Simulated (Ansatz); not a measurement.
Geometry optimisation, RKS PBE/def2-SVP in Ansatz.

Input file:

```yaml
crystal:
  periodic: [false, false, false]
  atoms:
    - { symbol: Ta, position_ang: [-0.01898, -0.010984, 0.086556] }
    - { symbol: O, position_ang: [1.965249, 0.080866, 0.218466] }
    - { symbol: H, position_ang: [2.452227, 0.848956, 0.5697] }
    - { symbol: F, position_ang: [-0.503765, 0.035898, 1.959058] }
    - { symbol: "N", position_ang: [0.123904, -0.240865, -1.911182] }
    - { symbol: H, position_ang: [-0.59227, -0.521647, -2.593121] }
    - { symbol: H, position_ang: [1.021381, -0.129121, -2.403925] }
    - { symbol: "N", position_ang: [-0.884494, 1.770977, -0.037744] }
    - { symbol: H, position_ang: [-1.374615, 2.184106, 0.763163] }
    - { symbol: H, position_ang: [-1.092941, 2.276092, -0.902332] }
    - { symbol: "N", position_ang: [-1.285524, -1.595553, 0.002391] }
    - { symbol: H, position_ang: [-1.910902, -1.826972, 0.782547] }
    - { symbol: H, position_ang: [-1.461582, -2.21355, -0.794104] }
    - { symbol: S, position_ang: [1.576784, -3.165393, 1.216274] }
    - { symbol: H, position_ang: [0.386822, -2.732253, 0.677822] }
    - { symbol: H, position_ang: [2.243105, -2.043557, 0.75393] }
basis:
  gaussian: { orbitals: def2-SVP }
hamiltonian:
  xc: pbe
relax:
  f_tol: 0.03
  max_steps: 50
output:
  orbitals: {}
```

Run as:

```bash
$ ansatz run input.yaml --threads 4 --pin off --max-ram 5120MiB --backend cpu --events-out ev --progress --plain --runs-dir out
```

Question: Where does it end, and by what steps?

Answer: It converged. After 13 steps the energy has fallen by 0.120 eV; S14 moved furthest, 0.62 Å.

```tsv
step	energy less start (eV)	largest force component (eV/Å)	accepted
0	0.0000	0.852	yes
1	-0.0703	0.244	yes
2	-0.0918	0.307	yes
3	-0.0985	0.213	yes
4	-0.1059	0.302	yes
5	-0.1097	0.255	yes
6	-0.1140	0.199	yes
7	-0.1162	0.161	yes
8	-0.1185	0.104	yes
9	-0.1190	0.146	yes
10	-0.1198	0.069	yes
11	-0.1199	0.049	yes
12	-0.1202	0.031	yes
13	-0.1203	0.016	yes
```

```xyz
16
Properties=species:S:1:pos:R:3
Ta -0.099 0.119 0.084
O 1.800 0.027 0.422
H 2.443 0.729 0.624
F -0.718 0.330 1.910
N 0.098 -0.116 -1.908
H -0.631 -0.182 -2.628
H 1.010 -0.269 -2.357
N -1.007 1.879 -0.193
H -1.568 2.325 0.540
H -1.096 2.377 -1.082
N -1.177 -1.591 0.173
H -1.795 -1.796 0.966
H -1.373 -2.216 -0.614
S 1.806 -3.574 0.811
H 0.571 -2.983 0.708
H 2.381 -2.344 0.931
```

Whether the end is a true minimum wasn't checked by a vibrational analysis.

Time of the run: 49 s on 4 threads of Arm Neoverse V1, with other jobs on the host, peak memory 0.26 GiB.
